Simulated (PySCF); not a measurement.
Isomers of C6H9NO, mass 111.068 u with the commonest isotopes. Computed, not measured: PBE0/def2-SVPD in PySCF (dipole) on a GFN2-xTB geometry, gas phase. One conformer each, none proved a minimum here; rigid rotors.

Problem. Order these by rotational constant A, largest first.
A. `[CH2:1]=[C:2]1[CH2:3][C@@H:4]1[NH:5][C:6]([CH3:7])=[O:8]` with C3–C4–N5–C6 143°, C4–N5–C6–C7 179°
B. `[CH3:1][C:2]#[C:3][CH2:4][NH:5][C:6]([CH3:7])=[O:8]` with C3–C4–N5–C6 -121°, C4–N5–C6–C7 177°
C. `[CH2:1]=[CH:2][CH:3]([CH:4]=[CH2:5])[C:6]([NH2:7])=[O:8]` with C1–C2–C3–C4 -118°, C2–C3–C4–C5 118°, C2–C3–C6–N7 -121°, C3–C6–N7–H 180° and 0°

Solution. B (5060 MHz), A (4660 MHz), C (2165 MHz).

Problem. Order these by rotational constant C, largest first.
A. `[CH3:1][C:2]#[C:3][CH2:4][NH:5][C:6]([CH3:7])=[O:8]` with C3–C4–N5–C6 -121°, C4–N5–C6–C7 177°
B. `[CH2:1]=[C:2]1[CH2:3][C@@H:4]1[NH:5][C:6]([CH3:7])=[O:8]` with C3–C4–N5–C6 143°, C4–N5–C6–C7 179°
C. `[CH2:1]=[CH:2][CH:3]([CH:4]=[CH2:5])[C:6]([NH2:7])=[O:8]` with C1–C2–C3–C4 -118°, C2–C3–C4–C5 118°, C2–C3–C6–N7 -121°, C3–C6–N7–H 180° and 0°

Solution. C (1261 MHz), B (1022 MHz), A (771.3 MHz).

Problem. Order these by out-of-plane moment Σ m c² = (Ia + Ib − Ic)/2, largest first.
A. `[CH3:1][C:2]#[C:3][CH2:4][NH:5][C:6]([CH3:7])=[O:8]` with C3–C4–N5–C6 -121°, C4–N5–C6–C7 177°
B. `[CH2:1]=[CH:2][CH:3]([CH:4]=[CH2:5])[C:6]([NH2:7])=[O:8]` with C1–C2–C3–C4 -118°, C2–C3–C4–C5 118°, C2–C3–C6–N7 -121°, C3–C6–N7–H 180° and 0°
C. `[CH2:1]=[C:2]1[CH2:3][C@@H:4]1[NH:5][C:6]([CH3:7])=[O:8]` with C3–C4–N5–C6 143°, C4–N5–C6–C7 179°

Solution. B (57.93 u·Å²), C (45.79 u·Å²), A (32.46 u·Å²).

| SMILES | point group | Ia (u·Å²) | Ib (u·Å²) | Ic (u·Å²) | κ | μa (D) | μb (D) | μc (D) |
| --- | --- | --- | --- | --- | --- | --- | --- | --- |
| C=CC(C=C)C(N)=O | Cs | 233.42 | 283.12 | 400.68 | 0.16 | 0.42 | 0.00 | 3.55 |
| C=C1C[C@@H]1NC(C)=O | C1 | 108.46 | 477.76 | 494.64 | -0.98 | 1.56 | 2.29 | 2.59 |
| CC#CCNC(C)=O | C1 | 99.88 | 620.27 | 655.22 | -0.98 | 2.09 | 2.70 | 2.22 |
